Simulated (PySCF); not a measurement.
An unknown shows these calculated signals:

1H NMR (600 MHz, computed): δ 6.20 (br s, 1H), 5.67 (br, 1H), 0.58 (s, 6H), 0.57 (s, 3H).

13C{1H} NMR (computed): δ 9.3 (CH3), 8.5 (CH3).

[PySCF 2.14.0 with density-fitted response routines: shielding tensors at B3LYP/pcSseg-2 (GIAO); coordinates at the PBE0-D3(BJ)/def2-SVP level; spin–spin couplings from B3LYP/pcJ-1 (spin–dipole term only in couplings to heteroatoms); rapidly exchanging positions averaged; relativity neglected; isolated molecule; single conformer]

Shifts are taken against calculated references (same method and geometry level): 1H, 13C vs TMS.

Question: Which of these does the molecule contain: a ketone, an NH or NH2 group, a nitrile, a benzene ring?

Answer: 
- A ketone: no.
- An NH or NH2 group: yes (δH 6.20 (br s)).
- A nitrile: no.
- A benzene ring: no.

The data belong to SMILES CBNB(C)C, C$_{3}$H$_{11}$B$_{2}$N; they needn't prove each group on their own.

Carbon signals by region: 2 below 50 ppm.

OH/NH shifts are gas-phase values; hydrogen bonding in solution moves them, usually downfield. Hydrogens on boron are broadened and split by 11B (spin 3/2, 80 %) and 10B (spin 3). A carbon bonded to boron is broadened by the quadrupolar boron nucleus and is often missing from a measured spectrum. Shifts are as computed. Against solution values, carbons near 30 ppm lie about +3 ppm off and those near 130 ppm about +8 ppm. Of 1313 compounds with measured shifts, 239 miss one by over three times the rms of a fit or turn the order of signals round; such compounds aren't used in these exercises. Couplings to exchangeable protons are dropped.
